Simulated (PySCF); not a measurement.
## Mayer bond orders and bond lengths

Compound: C₄H₁₀BN.
Atom-mapped SMILES: `[BH2:1][NH:2][CH:3]1[CH2:4][CH2:5][CH2:6]1` (hydrogens: H7, H8 on B1; H9 on N2; H10 on C3; H11, H12 on C4; H13, H14 on C5; H15, H16 on C6)

Structure used (PBE0-D3(BJ)/def2-SVP), in Å, numbered top down from 1:
```
atom  x, y, z in Å
B1     2.6929    0.0642    0.2465
N2     1.4044    0.0010   -0.2688
C3     0.1683    0.0395    0.4564
C4    -0.9310    1.0387    0.0409
C5    -1.9732   -0.0353    0.4052
C6    -0.8623   -1.0942    0.2758
H7     3.6315    0.0114   -0.5146
H8     2.8418    0.1712    1.4432
H9     1.2785   -0.0906   -1.2723
H10    0.4108    0.1647    1.5227
H11   -0.9012    1.2146   -1.0471
H12   -0.9635    2.0136    0.5503
H13   -2.8557   -0.1351   -0.2424
H14   -2.3157    0.0683    1.4460
H15   -0.8131   -1.5004   -0.7480
H16   -0.8358   -1.9341    0.9862
```

Bond orders from the PBE0/pcSseg-1 density (PySCF). Geometry: PBE0-D3(BJ)/def2-SVP, one conformer, isolated molecule.

Q: Where do the orders between heavy atoms depart from those drawn in the SMILES?

A: The largest departure is 0.390, at B1–N2 (drawn single, 1.390). Drawn single, order above 1.12: B1–N2 (1.390).

Q: Give the Mayer order of every bond, beside its length.

A: 
```json
{"bond": "B1–N2", "drawn as": "single", "length (Å)": "1.389", "Mayer order": "1.390"}
{"bond": "N2–C3", "drawn as": "single", "length (Å)": "1.434", "Mayer order": "0.925"}
{"bond": "C3–C4", "drawn as": "single", "length (Å)": "1.543", "Mayer order": "0.992"}
{"bond": "C4–C5", "drawn as": "single", "length (Å)": "1.540", "Mayer order": "1.023"}
{"bond": "C5–C6", "drawn as": "single", "length (Å)": "1.540", "Mayer order": "1.023"}
{"bond": "C6–C3", "drawn as": "single", "length (Å)": "1.543", "Mayer order": "0.991"}
{"bond": "B1–H7", "drawn as": "single", "length (Å)": "1.210", "Mayer order": "0.981"}
{"bond": "B1–H8", "drawn as": "single", "length (Å)": "1.211", "Mayer order": "0.982"}
{"bond": "N2–H9", "drawn as": "single", "length (Å)": "1.016", "Mayer order": "0.920"}
{"bond": "C3–H10", "drawn as": "single", "length (Å)": "1.101", "Mayer order": "0.929"}
{"bond": "C4–H11", "drawn as": "single", "length (Å)": "1.103", "Mayer order": "0.944"}
{"bond": "C4–H12", "drawn as": "single", "length (Å)": "1.100", "Mayer order": "0.960"}
{"bond": "C5–H13", "drawn as": "single", "length (Å)": "1.099", "Mayer order": "0.961"}
{"bond": "C5–H14", "drawn as": "single", "length (Å)": "1.101", "Mayer order": "0.949"}
{"bond": "C6–H15", "drawn as": "single", "length (Å)": "1.103", "Mayer order": "0.944"}
{"bond": "C6–H16", "drawn as": "single", "length (Å)": "1.100", "Mayer order": "0.960"}
```

By pair of heavy elements: C–C: lowest C6–C3 and C3–C4 (0.991, 1.543 Å), highest C4–C5 and C5–C6 (1.023, 1.540 Å). Bonds named together lie within 0.004.

Q: Sum the orders of all bonds at each heavy atom with more than one neighbour and set the sums beside the valence in the SMILES.

A: B1 3.353 (drawn 3), N2 3.235 (drawn 3), C3 3.837 (drawn 4), C4 3.919 (drawn 4), C5 3.956 (drawn 4), C6 3.918 (drawn 4). Orders between atoms that aren't bonded are not in these sums.

The Mayer order sums products of elements of PS (density times overlap matrix) between the two atoms' basis functions, so it depends on the basis set.
